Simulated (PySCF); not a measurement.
Compound: C5H9N3OSi.
Bonds: C1–C2, C2–O3 (double), C2–C4, C4–N5 (aromatic), N5–N6 (aromatic), N6–C7, N6–N8 (aromatic), N8–C9 (aromatic), C9–Si10, C4–C9 (aromatic). Hydrogens: H11, H12, H13 on C1; H14, H15, H16 on C7; H17, H18, H19 on Si10.

Computed with PySCF at PBE0/pcSseg-1, non-relativistic, on one gas-phase PBE0-D3(BJ)/def2-SVP geometry that isn't relaxed in the solvent. The solvent is an IEF-PCM continuum (cavity from Bondi-type radii × 1.2). Specific hydrogen bonds and non-electrostatic terms are outside this model.

Gas phase at PBE0/pcSseg-1: HOMO -7.66 eV, LUMO -1.55 eV, dipole 4.03 D.

What does the continuum do to the energy, the frontier levels and the dipole at PBE0/pcSseg-1 in tetrahydrofuran and dichloromethane?

```tsv
solvent	ε	E(solvent) − E(gas) (kcal/mol)	polarisation term (kcal/mol)	distortion of the solute (kcal/mol)	HOMO (eV)	LUMO (eV)	dipole (D)
tetrahydrofuran	7.426	-5.94	-6.64	0.70	-7.81	-1.61	4.98
dichloromethane	8.93	-6.17	-6.92	0.75	-7.82	-1.62	5.02
```

The first energy column is the sum of the next two and covers electrostatics alone. From tetrahydrofuran to dichloromethane the lowering changes by a factor 1.04, Onsager's factor (ε − 1)/(2ε + 1) by 1.04 and ε itself by 1.2.

Which radius a makes the point-dipole formula ΔE = −[(ε − 1)/(2ε + 1)]·μ²/a³ give the value in dichloromethane, with the gas-phase dipole?

μ = 1.587 au and |ΔE| = 0.00983 Eh give a = 2.52 Å; the farthest nucleus lies 3.86 Å from the centroid of the nuclei, so such a sphere wouldn't even hold the nuclei. The formula assumes a rigid point dipole at the centre of a sphere.

Which ESP-fitted charges (PBE0/pcSseg-1) respond most in dichloromethane (means over atoms taken as equivalent)?

| atoms | environment | gas (e) | solvent (e) | change |
| --- | --- | --- | --- | --- |
| O3 | ketone oxygen | -0.501 | -0.554 | -0.053 |
| N8 | pyridine-type nitrogen | -0.577 | -0.624 | -0.047 |
| N6 | pyrrole-type nitrogen | +0.798 | +0.829 | +0.031 |
| N5 | pyridine-type nitrogen | -0.590 | -0.619 | -0.029 |
| C4 | substituted aromatic carbon | +0.063 | +0.087 | +0.024 |
| Si10 | SiH3 silicon | +0.366 | +0.378 | +0.012 |
| H14/H15/H16 | methyl hydrogen | +0.169 | +0.179 | +0.010 |
| C9 | substituted aromatic carbon | +0.103 | +0.113 | +0.010 |
| C2 | ketone carbonyl carbon | +0.640 | +0.648 | +0.008 |
| H11/H12/H13 | methyl hydrogen | +0.182 | +0.188 | +0.006 |
| C1 | methyl carbon next to a carbonyl | -0.617 | -0.610 | +0.007 |
| H17/H18/H19 | Si–H hydrogen | -0.085 | -0.090 | -0.005 |

Which Mayer bond orders change most in dichloromethane?

| bond | length (Å) | gas | solvent | change |
| --- | --- | --- | --- | --- |
| C2–O3 | 1.214 | 1.937 | 1.907 | -0.030 |
| N5–N6 | 1.309 | 1.264 | 1.280 | +0.016 |
| C1–C2 | 1.501 | 1.030 | 1.043 | +0.013 |
| N6–N8 | 1.320 | 1.220 | 1.231 | +0.011 |
| C4–N5 | 1.334 | 1.415 | 1.406 | -0.009 |
| C9–C4 | 1.416 | 1.250 | 1.259 | +0.009 |
| N6–C7 | 1.442 | 0.887 | 0.879 | -0.008 |
| N8–C9 | 1.335 | 1.465 | 1.458 | -0.007 |

The values belong to the conformer `[CH3:1][C:2](=[O:3])[c:4]1[n:5][n:6]([CH3:7])[n:8][c:9]1[SiH3:10]`: C1–C2–C4–N5 0°.
